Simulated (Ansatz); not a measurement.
Reactions of CH$_{5}$GaOSSi, SMILES `O[SiH2][Ga]1[CH2][S]1`.

Computed with Ansatz on PBE0-D4/def2-TZVP structures; ΔE is electronic, products minus reactants. CBS: MP2 limit from def2 TZ/QZ plus the TZ coupled-cluster correction, frozen cores. This one scheme is used for every species, atoms too. Functionals use def2-TZVPP. No spin–orbit coupling; open shells (•) take unrestricted orbitals. Spin–orbit coupling would lower the free atoms: a little for C, O, S, Si; clearly for Ga. def2 core potentials past Kr. Bonds to Ga, Se, Te are less sure, by a few kJ/mol each and by 10 to 20 or more in all where they break to atoms, as the def2 sets lack core-valence functions. Scalar relativity is left out up to krypton. Each species was taken in one conformer, which may not be the lowest.

```
                                                                          reaction  CCSD(T)/CBS(def2) (kJ/mol)
                    `O[SiH2][Ga]1[CH2][S]1` + H₂S → `O[SiH2]S` + `[CH2]1[S][GaH]1`                           ?
`O[SiH2][Ga]1[CH2][S]1` + `N[SiH](O)Cl` → `O[SiH2]N[SiH](O)Cl` + `[CH2]1[S][GaH]1`                           ?
        `O[SiH2][Ga]1[CH2][S]1` + `CC(O)=S` → `CC(=S)O[SiH2]O` + `[CH2]1[S][GaH]1`                         -48
                         `O[SiH2][Ga]1[CH2][S]1` → `[OH][Ga]1[CH2][S]1` + `[SiH2]`                         319
               `O[SiH2][Ga]1[CH2][S]1` + H₂Te → `O[SiH2][TeH]` + `[CH2]1[S][GaH]1`                           ?
                    `O[SiH2][Ga]1[CH2][S]1` + H₂O → `[OH][Ga]1[CH2][S]1` + silanol                           2
                         `O[SiH2][Ga]1[CH2][S]1` → C• + Ga• + 5 H• + O• + S• + Si•                        3313
                   `O[SiH2][Ga]1[CH2][S]1` + CH₄ → `[CH3][Ga]1[CH2][S]1` + silanol                          36
 `O[SiH2][Ga]1[CH2][S]1` + `[SiH3][SeH]` → `O[SiH2][Se][SiH3]` + `[CH2]1[S][GaH]1`                         -48
                        `O[SiH2][Ga]1[CH2][S]1` + H₂ → `[CH2]1[S][GaH]1` + silanol                          12
```

(1) Fill in the missing values. (Estimate.)

Largest T1 diagnostic: 0.017, for `CC(O)=S`.

Results:

(1) Ansatz gave: `O[SiH2][Ga]1[CH2][S]1` + H₂S → `O[SiH2]S` + `[CH2]1[S][GaH]1`: -40.1 kJ/mol; `O[SiH2][Ga]1[CH2][S]1` + `N[SiH](O)Cl` → `O[SiH2]N[SiH](O)Cl` + `[CH2]1[S][GaH]1`: -44.0 kJ/mol; `O[SiH2][Ga]1[CH2][S]1` + H₂Te → `O[SiH2][TeH]` + `[CH2]1[S][GaH]1`: -36.8 kJ/mol.
